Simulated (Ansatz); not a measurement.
C₂H₃BCl₂O₂, SMILES `CC(=O)OB(Cl)Cl`. Charge 0, multiplicity 1. Geometry: relaxed with PBE0-D4/def2-TZVP. It is one conformer, not always the lowest.

```xyz
10

C    -1.505    0.582    0.436
C    -0.022    0.616    0.303
O     0.739    1.290    0.918
O     0.399   -0.228   -0.706
B     1.534   -0.968   -0.735
Cl    2.053   -1.561   -2.293
Cl    2.415   -1.413    0.701
H    -1.964    0.810   -0.528
H    -1.825    1.298    1.189
H    -1.824   -0.426    0.714
```

(1) What is the dipole moment at B3LYP/def2-TZVPP? (An estimate is asked.)

(2) And with PBE, r2SCAN, ωB97M-V? (Best estimate.)

(3) Give the Mulliken charges with B3LYP, ωB97M-V, r2SCAN in def2-TZVPP. (An estimate is asked.)

## Answers

(1) Ansatz gave: 2.75 D, with components (-2.72, -0.39, -0.13) D in this frame, pointing from negative to positive charge.

(2) Ansatz gave: PBE 2.67 D, r2SCAN 2.78 D, ωB97M-V 2.76 D.

(3) Computed: 
| atom | B3LYP | ωB97M-V | r2SCAN |
| --- | --- | --- | --- |
| C1 | -0.24 | -0.28 | -0.14 |
| C2 | 0.32 | 0.32 | 0.34 |
| O3 | -0.24 | -0.25 | -0.27 |
| O4 | -0.26 | -0.25 | -0.28 |
| B5 | 0.32 | 0.26 | 0.34 |
| Cl6 | -0.12 | -0.09 | -0.12 |
| Cl7 | -0.12 | -0.08 | -0.11 |
| H8 | 0.11 | 0.13 | 0.08 |
| H9 | 0.11 | 0.12 | 0.08 |
| H10 | 0.11 | 0.12 | 0.07 |

B3LYP here is the variant with VWN-RPA as its local correlation; programs differ in this.
